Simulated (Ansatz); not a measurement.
`O[SiH](S)[GeH3]` and `O[SiH]([SiH3])[GeH3]` differ in one atom or group.

Ansatz, PBE0-D4/def2-TZVP geometries, multiplicity 1. Each molecule was computed in one conformer, which needn't be the lowest.

Scalar relativity is left out up to krypton.

```
                                          property  `O[SiH](S)[GeH3]`
               HOMO energy (B3LYP/def2-TZVPP) / eV              -7.24
             HOMO energy (ωB97M-V/def2-TZVPP) / eV              -9.56
                 LUMO energy (PBE/def2-TZVPP) / eV              -0.99
                LUMO energy (PBE0/def2-TZVPP) / eV              -0.17
size of the dipole moment (ωB97M-V/def2-TZVPP) / D               1.84
  size of the dipole moment (B3LYP/def2-TZVPP) / D               1.79
```

(1) Give the same properties after the change, and the shifts. (Estimate.)

Results:

(1) The calculation gave: 
```
                                          property  `O[SiH]([SiH3])[GeH3]`  shift
               HOMO energy (B3LYP/def2-TZVPP) / eV                   -7.38  -0.14
             HOMO energy (ωB97M-V/def2-TZVPP) / eV                   -9.56   0.00
                 LUMO energy (PBE/def2-TZVPP) / eV                   -1.53  -0.54
                LUMO energy (PBE0/def2-TZVPP) / eV                   -0.70  -0.53
size of the dipole moment (ωB97M-V/def2-TZVPP) / D                    1.14  -0.70
  size of the dipole moment (B3LYP/def2-TZVPP) / D                    1.13  -0.66
```

With PBE0 the HOMO falls by 0.12 eV and the LUMO falls by 0.53 eV, so the gap narrows by about 0.41 eV. PBE moves the HOMO by -0.17 eV and ωB97M-V by 0.00 eV. Dipoles are sizes alone; their direction can turn.

B3LYP here is the variant with VWN-RPA as its local correlation; programs differ in this.
